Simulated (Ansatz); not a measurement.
Ansatz results at the PBE0-D4/def2-TZVP geometry: HOMO energy (B3LYP/def2-TZVPP) -7.17 eV; HOMO energy (PBE0/def2-TZVPP) -7.41 eV; LUMO energy (ωB97M-V/def2-TZVPP) 1.78 eV.

Each molecule was computed in one conformer, which needn't be the lowest.

Which molecule gave them?
A. `C=N[SiH2][SbH2]`
B. `C=CC(F)S`
C. `NB(Cl)[O][GeH3]`
D. `C=C(F)CS`

B. The others give `C=N[SiH2][SbH2]`: -6.53, -6.73, 1.17; `C=C(F)CS`: -6.82, -7.06, 1.93; `NB(Cl)[O][GeH3]`: -7.75, -8.01, 1.63.

B3LYP here is the variant with VWN-RPA as its local correlation; programs differ in this.
